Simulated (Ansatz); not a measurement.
Reaction (cleavage of the B–Si bond): `CB[Si](F)(F)F` + `BS` → `BSBC` + `F[SiH](F)F`

Program: Ansatz. Geometries: PBE0-D4/def2-TZVP. ΔE: electronic, gas phase. CCSD(T)/CBS is the MP2 limit (def2-TZVPP, def2-QZVPP) plus CCSD(T) − MP2 in def2-TZVPP, frozen cores. This one scheme is used for every species. Functionals use def2-TZVPP. B3LYP here is the variant with VWN-RPA as its local correlation; programs differ in this. One conformer a species, not always the lowest.

`CB[Si](F)(F)F`:

Z-matrix (Å, degrees):
```
C
B 1 1.543
H 1 1.091 2 115.0
H 1 1.108 2 102.0 3 113.5
H 1 1.091 2 116.3 3 -132.1
Si 2 2.010 1 122.8 3 156.2
H 2 1.198 1 120.1 3 -27.9
F 6 1.585 2 111.4 1 -122.3
F 6 1.585 2 113.5 1 -2.4
F 6 1.585 2 111.9 1 117.8
```

`BS`:

```xyz
5

B    -0.576   -0.061   -0.004
S     0.955    0.504    0.667
H    -1.552    0.221    0.620
H    -0.618   -0.684   -1.017
H     1.792    0.019   -0.266
```

`BSBC`:

Z-matrix (Å, degrees):
```
C
B 1 1.552
H 1 1.097 2 109.5
H 1 1.097 2 109.0 3 -114.1
H 1 1.091 2 115.5 3 123.3
S 2 1.815 1 120.6 3 -124.7
H 2 1.195 1 122.0 3 55.5
B 6 1.789 2 103.7 1 -179.7
H 8 1.191 6 120.3 2 -0.0
H 8 1.192 6 117.2 2 179.9
```

`F[SiH](F)F`:

Z-matrix (Å, degrees):
```
Si
F 1 1.573
F 1 1.573 2 108.3
F 1 1.573 2 108.3 3 117.1
H 1 1.461 2 110.7 3 -121.4
```

```json
{"level": "r2SCAN-D4", "ΔE (kJ/mol)": "-88.9", "difference from CCSD(T)/CBS": "4.6"}
{"level": "B3LYP-D4", "ΔE (kJ/mol)": "-84.7", "difference from CCSD(T)/CBS": "8.8"}
{"level": "r2SCANh-D4", "ΔE (kJ/mol)": "-90.0", "difference from CCSD(T)/CBS": "3.5"}
{"level": "BHLYP-D4", "ΔE (kJ/mol)": "-89.2", "difference from CCSD(T)/CBS": "4.3"}
{"level": "CAM-B3LYP-D4", "ΔE (kJ/mol)": "-84.8", "difference from CCSD(T)/CBS": "8.7"}
{"level": "ωB97M-V", "ΔE (kJ/mol)": "-88.6", "difference from CCSD(T)/CBS": "4.9"}
{"level": "B2PLYP", "ΔE (kJ/mol)": "-91.9", "difference from CCSD(T)/CBS": "1.6"}
{"level": "PBE", "ΔE (kJ/mol)": "-80.8", "difference from CCSD(T)/CBS": "12.7"}
{"level": "BLYP", "ΔE (kJ/mol)": "-81.0", "difference from CCSD(T)/CBS": "12.5"}
{"level": "r2SCAN", "ΔE (kJ/mol)": "-89.1", "difference from CCSD(T)/CBS": "4.4"}
{"level": "r2SCANh", "ΔE (kJ/mol)": "-90.2", "difference from CCSD(T)/CBS": "3.3"}
{"level": "r2SCAN0", "ΔE (kJ/mol)": "-91.7", "difference from CCSD(T)/CBS": "1.8"}
{"level": "BHLYP", "ΔE (kJ/mol)": "-89.7", "difference from CCSD(T)/CBS": "3.8"}
{"level": "CCSD/def2-TZVPP", "ΔE (kJ/mol)": "-90.7", "difference from CCSD(T)/CBS": "2.8"}
{"level": "CCSD(T)/def2-TZVPP", "ΔE (kJ/mol)": "-92.3", "difference from CCSD(T)/CBS": "1.2"}
{"level": "SCS-MP2/def2-QZVPP", "ΔE (kJ/mol)": "-100.4", "difference from CCSD(T)/CBS": "-6.9"}
{"level": "CCSD(T)/CBS", "ΔE (kJ/mol)": "-93.5", "difference from CCSD(T)/CBS": "0"}
```

Largest T1 diagnostic among the species: 0.015.

Leaving LDA and LC-ωPBE aside and taking each functional with its dispersion term where it has one, the values, not all of them listed here, spread over 14.2 kJ/mol, from PBE-QIDH to PBE-D4. From PBE to PBE0 (25 % exact exchange), in def2-TZVPP and without D4, ΔE moves by −4.5 kJ/mol.
